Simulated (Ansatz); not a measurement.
`C[SiH2][Si](F)(F)F` + `[NH2][ZnH]` → `C[SiH2][NH][ZnH]` + `F[SiH](F)F`  (cleavage of the Si–Si bond)

Calculated with Ansatz (gas phase, PBE0-D4/def2-TZVP geometries, no zero-point term in ΔE). CCSD(T)/CBS adds triple-zeta CCSD(T) − MP2 to the extrapolated MP2 energy (def2 sets, frozen cores). Functionals use def2-TZVPP. B3LYP here is the variant with VWN-RPA as its local correlation; programs differ in this. For Zn outer-core shells are correlated without core-valence functions, which leaves a few kJ/mol of doubt a bond. Scalar relativity is left out up to krypton. Each species was taken in one conformer, which may not be the lowest.

`C[SiH2][Si](F)(F)F`:

Z-matrix (Å, degrees):
```
C
Si 1 1.871
H 1 1.092 2 110.8
H 1 1.092 2 110.8 3 -120.2
H 1 1.092 2 110.4 3 119.9
Si 2 2.331 1 110.0 3 60.2
H 2 1.487 1 111.8 3 -58.8
H 2 1.487 1 111.8 3 179.1
F 6 1.583 2 113.0 1 -179.9
F 6 1.585 2 111.8 1 -59.5
F 6 1.585 2 111.8 1 59.6
```

`[NH2][ZnH]`:

```xyz
5

N    -0.668    0.434   -0.250
Zn    0.648   -0.683    0.316
H    -0.683    0.751   -1.208
H    -0.978    1.189    0.344
H     1.682   -1.692    0.798
```

`C[SiH2][NH][ZnH]`:

Cartesian coordinates in Å:
```
C -0.889 1.153 0.131
Si -0.700 -0.547 -0.627
N 0.829 -1.176 -0.175
Zn 2.079 -0.356 0.868
H -0.842 1.112 1.223
H -1.857 1.584 -0.139
H -0.115 1.838 -0.225
H -0.852 -0.436 -2.110
H -1.829 -1.411 -0.163
H 1.057 -2.096 -0.523
H 3.118 0.334 1.739
```

`F[SiH](F)F`:

Cartesian coordinates in Å:
```
F 1.352 0.630 0.452
Si -0.025 0.030 -0.012
F -0.637 -0.783 1.188
F 0.246 -0.970 -1.195
H -0.936 1.092 -0.433
```

| level | ΔE (kJ/mol) | difference from CCSD(T)/CBS |
| --- | --- | --- |
| revPBE-D4 | -54.4 | 23.6 |
| r2SCANh-D4 | -71.6 | 6.4 |
| BHLYP-D4 | -79.8 | -1.8 |
| ωB97M-V | -76.1 | 1.9 |
| BLYP | -59.7 | 18.3 |
| B3LYP | -67.8 | 10.2 |
| MP2/def2-TZVPP | -89.0 | -11.0 |
| CCSD(T)/def2-TZVPP | -80.6 | -2.6 |
| MP2/def2-QZVPP | -87.9 | -9.9 |
| HF/CBS(def2) | -94.2 | -16.2 |
| CCSD(T)/CBS | -78.0 | 0 |

Problem. What do rigid-rotor, harmonic-oscillator terms from PBE0-D4/def2-TZVP frequencies (298.15 K, 1 bar) make of the CCSD(T)/CBS value? (Estimate.)

Solution. Computed: ΔZPE = -1.4 kJ/mol, ΔH = -82.3 kJ/mol, ΔS = -15 J/(mol·K), ΔG = -77.8 kJ/mol. Modes under 50 cm⁻¹ make the entropy rough.

Largest T1 diagnostic among the species: 0.016.

From PBE to PBE0 (25 % exact exchange), in def2-TZVPP and without D4, ΔE moves by −10.2 kJ/mol. At CCSD(T), def2-SVP lies −11.0 kJ/mol from the extrapolated value and def2-TZVPP −2.6 kJ/mol. Leaving LDA and LC-ωPBE aside and taking each functional with its dispersion term where it has one, the values, not all of them listed here, spread over 29.1 kJ/mol, from BHLYP-D4 to PBE-D4. LDA lies −6.7 kJ/mol from PBE without D4.
